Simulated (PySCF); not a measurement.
Cyanoethynyl isothiocyanate, C4N2S.
Cartesian coordinates in Å at the PBE0-D3(BJ)/def2-SVP level; atoms count from 1:
```xyz
7
C4N2S angstrom
N      3.4021   -0.8175   -1.6494
C      2.3919   -0.5878   -1.1174
C      1.2057   -0.3198   -0.4933
C      0.1431   -0.0781    0.0636
N     -0.9672    0.1747    0.6452
C     -2.0110    0.3988    1.1936
S     -3.3678    0.6950    1.9066
```

Level: PBE0/pcSseg-1 and PBE0/def2-SVPD in PySCF, non-relativistic, on one gas-phase PBE0-D3(BJ)/def2-SVP geometry that isn't relaxed in the solvent. The solvent is an IEF-PCM continuum (cavity from Bondi-type radii × 1.2). Only the electrostatic response of the medium enters.

Gas phase at PBE0/pcSseg-1: HOMO -7.98 eV, LUMO -2.72 eV, dipole 4.06 D.

Question: What does the continuum do to the energy, the frontier levels and the dipole at PBE0/pcSseg-1 in chloroform and water?

Answer: 
| solvent | ε | E(solvent) − E(gas) (kJ/mol) | polarisation term (kJ/mol) | distortion of the solute (kJ/mol) | HOMO (eV) | LUMO (eV) | dipole (D) |
| --- | --- | --- | --- | --- | --- | --- | --- |
| chloroform | 4.711 | -12.28 | -15.19 | 2.91 | -7.80 | -2.54 | 5.33 |
| water | 78.36 | -17.52 | -23.46 | 5.94 | -7.74 | -2.49 | 5.86 |

The first energy column is the sum of the next two and covers electrostatics alone. From chloroform to water the lowering changes by a factor 1.43, Onsager's factor (ε − 1)/(2ε + 1) by 1.38 and ε itself by 16.6.

Question: Which radius a makes the point-dipole formula ΔE = −[(ε − 1)/(2ε + 1)]·μ²/a³ give the value in water, with the gas-phase dipole?

Answer: μ = 1.599 au and |ΔE| = 0.00667 Eh give a = 3.03 Å; the farthest nucleus lies 4.01 Å from the centroid of the nuclei, so such a sphere wouldn't even hold the nuclei. The formula assumes a rigid point dipole at the centre of a sphere.

Question: Give the dipole vector in the frame of the coordinates (D, pointing from negative to positive charge), gas and water.

Answer: Gas (-3.53, 0.79, 1.85), solvent (-5.09, 1.14, 2.67). Its length changes by +44 % and its direction by less than 1°.

Question: Which Hirshfeld charges (PBE0/pcSseg-1) respond most in chloroform (means over atoms taken as equivalent)?

Answer: 
```csv
atoms,environment,gas (e),solvent (e),change
N1,nitrile nitrogen,-0.180,-0.225,-0.045
C4,alkyne carbon,+0.066,+0.083,+0.017
C6,isothiocyanate carbon,+0.114,+0.127,+0.013
N5,isothiocyanate nitrogen,-0.041,-0.032,+0.009
S7,sulfur bonded to C,-0.008,-0.001,+0.007
C3,alkyne carbon,-0.031,-0.036,-0.005
C2,nitrile carbon,+0.080,+0.084,+0.004
```

Question: Which Mayer bond orders change most in chloroform?

Answer: 
```json
{"bond": "C2–C3", "length (Å)": "1.367", "gas": "1.098", "solvent": "1.113", "change": "+0.015"}
{"bond": "C4–N5", "length (Å)": "1.279", "gas": "1.165", "solvent": "1.180", "change": "+0.015"}
{"bond": "C3–C4", "length (Å)": "1.224", "gas": "2.303", "solvent": "2.289", "change": "-0.014"}
{"bond": "N1–C2", "length (Å)": "1.165", "gas": "2.866", "solvent": "2.878", "change": "+0.012"}
{"bond": "C6–S7", "length (Å)": "1.561", "gas": "1.812", "solvent": "1.808", "change": "-0.004"}
{"bond": "N5–C6", "length (Å)": "1.200", "gas": "1.905", "solvent": "1.903", "change": "-0.002"}
```

Question: How do the nuclear quadrupole coupling constants eQVzz/h respond in chloroform?

Answer: 
| nucleus | Q (barn) | gas (MHz) | solvent (MHz) | η gas | η solvent |
| --- | --- | --- | --- | --- | --- |
| 14N at N1 | 0.02044 | -4.49 | -4.18 | 0.00 | 0.00 |
| 14N at N5 | 0.02044 | 2.75 | 2.78 | 0.00 | 0.00 |
| 33S at S7 | -0.06781 | -26.94 | -26.72 | 0.00 | 0.00 |

Gas phase at PBE0/def2-SVPD: HOMO -7.97 eV, LUMO -2.75 eV, dipole 4.07 D.

Question: What does the continuum do to the energy, the frontier levels and the dipole at PBE0/def2-SVPD in chloroform and water?

Answer: 
```json
{"solvent": "chloroform", "ε": "4.711", "E(solvent) − E(gas) (kJ/mol)": "-12.62", "polarisation term (kJ/mol)": "-15.66", "distortion of the solute (kJ/mol)": "3.04", "HOMO (eV)": "-7.80", "LUMO (eV)": "-2.58", "dipole (D)": "5.36"}
{"solvent": "water", "ε": "78.36", "E(solvent) − E(gas) (kJ/mol)": "-18.06", "polarisation term (kJ/mol)": "-24.32", "distortion of the solute (kJ/mol)": "6.26", "HOMO (eV)": "-7.74", "LUMO (eV)": "-2.53", "dipole (D)": "5.89"}
```

Question: How does the static polarisability (PBE0/def2-SVPD, frozen core, with the continuum's full static response) change?

Answer: 
```
    medium  isotropic (au)  principal values (au)  ⟨r²⟩ of the electrons (bohr²)
       gas           108.4      46.1, 46.1, 233.1                         1646.3
chloroform           145.4      55.6, 55.6, 325.0                         1650.0
     water           163.1      61.2, 61.2, 366.9                         1651.7
```

The isotropic value in water is 1.50 times the gas-phase one; no cavity-field correction is applied. ⟨r²⟩ is taken about the centre of nuclear charge.
